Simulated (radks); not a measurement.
Results of a calculation; reference values are marked as such.
Task: The mean radii <r> (bohr) of the occupied orbitals of an atom or ion are listed with their occupations. Code: a radial shooting solver on a logarithmic mesh with Libxc functionals. Model: scalar-relativistic Kohn-Sham, r2SCAN, spin-unpolarised, spherical densities, finite nucleus; meta-GGA in the generalised Kohn-Sham scheme; Fermi nuclear charge, rms radius of each element as measured or else 0.836 A^(1/3) + 0.57 fm.

orbital  occ.      <r>
1s          2  0.05620
2s          2   0.2550
2p          6   0.2248
3s          2   0.7736
3p          6   0.8165
3d          7    1.044
4s          1    2.635

Name the element and its charge.

Result: Z = 27, cobalt, charge +1: Co+ in [Ar] 3d7 4s1. The 1s radius gives Z: for a bare nucleus <r> = (2 gamma + 1)/(2Z) with gamma = sqrt(1 - (Z/c)^2), 0.05483 bohr for Z = 27, and screening makes it slightly larger (0.05620 here). The occupations add up to 26, and the charge is Z minus that.
